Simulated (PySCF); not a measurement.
SMILES C[CH2][Ga]([CH2]C)[CH2]C, singlet (GFN2-xTB optimised geometry):

```
22

Ga    -0.362     0.010     0.000
C      1.719     0.010     0.000
C      2.291    -1.405     0.118
H      2.081     0.627     0.832
H      2.094     0.485    -0.915
H      1.976    -2.017    -0.729
H      1.937    -1.888     1.030
H      3.382    -1.393     0.140
C     -1.378     1.825     0.000
C     -2.845     1.656    -0.406
H     -0.881     2.527    -0.682
H     -1.326     2.281     0.997
H     -3.349     0.952     0.259
H     -2.920     1.269    -1.423
H     -3.382     2.605    -0.363
C     -1.430    -1.766     0.088
C     -1.913    -2.049     1.517
H     -0.813    -2.605    -0.257
H     -2.300    -1.720    -0.579
H     -2.534    -1.230     1.885
H     -1.066    -2.157     2.196
H     -2.502    -2.967     1.560
```

Method: PBE0/def2-SVP in PySCF.

Problem. What are the frontier orbital energies and the dipole moment?

Solution. HOMO-2 -9.35 eV, HOMO-1 -6.83 eV, HOMO -6.67 eV, LUMO -0.78 eV, LUMO+1 0.73 eV; dipole moment 0.08 D.

On the same geometry PBE/def2-SVP (PySCF) gives HOMO-2 -7.87 eV, HOMO-1 -5.63 eV, HOMO -5.47 eV, LUMO -1.57 eV, LUMO+1 -0.11 eV; dipole moment 0.08 D.

Meta-Löwdin charges at PBE0/def2-SVP: Ga1 0.56, C2 -0.37, C3 -0.28, H4 0.10, H5 0.10, H6 0.09, H7 0.09, H8 0.09, C9 -0.37, C10 -0.28, H11 0.10, H12 0.10, H13 0.09, H14 0.09, H15 0.09, C16 -0.37, C17 -0.28, H18 0.09, H19 0.10, H20 0.09, H21 0.09, H22 0.10.
